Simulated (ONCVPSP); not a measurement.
## Transferability test, ONCV potential for lanthanum (La)

lanthanum (La), optimised norm-conserving Vanderbilt (ONCV), made with ONCVPSP 4.0.1 (PBE, fully relativistic). Core [Kr] 4d10, reference 5s2 5p6 5d1 6s1 6p1. Waves: 5s+6s: rc 2.05 bohr, ncon 5, nbas 9, qcut 4.7 1/bohr, 2 projectors; 5p+6p: rc 3.10 bohr, ncon 3, nbas 7, qcut 5 1/bohr, 2 projectors; 5d: rc 3.25 bohr, ncon 4, nbas 9, qcut 4.4 1/bohr, 2 projectors, debl 1.2 Ha; f scattering state at 0.18 Ha: rc 3.30 bohr, ncon 4, nbas 7, qcut 3.5 1/bohr, 2 projectors, debl 1 Ha. Local part: polynomial inside 1.35 bohr (lpopt 5, dvloc0 4 Ha). Core correction: Teter function, parameters optimised by the program.

Open shells are filled in proportion to 2j + 1.

In the f channel the program set the typed energies aside and used -0.196, 0.804 Ha (j = l + 1/2; the other j can differ).

Energies are relative to the spin-unpolarised reference configuration 5s2 5p6 5d1 6s1 6p1; without spin polarisation the order of configurations can differ from experiment.

```json
{"valence configuration": "5s2 5p6 5d1 6s1 6p0", "charge": "+1", "ΔE all-electron (eV)": "3.596", "error AE − PS (meV)": "-30"}
{"valence configuration": "5s2 5p6 5d1 6s0 6p1", "charge": "+1", "ΔE all-electron (eV)": "6.544", "error AE − PS (meV)": "-42"}
```

Question: What are ΔE and the potential's error for 5s2 5p6 5d1 6s0 6p0?

Answer: ΔE = 14.482 eV all-electron; the error (AE − PS) is -260 meV.

Question: What are ΔE and the potential's error for 5s2 5p6 5d1 6s2 6p0?

Answer: ΔE = -2.370 eV all-electron; the error (AE − PS) is -15 meV.

Note: no bound ghost flagged but for a GHOST(-) flag that falls on a real empty level of the atom; GHOST(+) flagged for s at 57.6 eV.
